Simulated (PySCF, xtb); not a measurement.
C4H8OSi, SMILES CC1=C[C@H]([SiH3])O1.

GFN2-xTB in xtb at its own geometry gives an orbital gap of 4.64 eV and a dipole moment of 0.92 D.

Geometry optimised at B3LYP-D3(BJ)/def2-SVP. The structure was generated by enumeration; whether it is a known compound was not checked.

Question: What does M06-2X/def2-TZVP run with PySCF give? (Estimate from the structure and the level; the computed values follow.)

Answer: gap 9.05 eV (levels -7.69 and 1.36 eV), dipole 1.28 D.
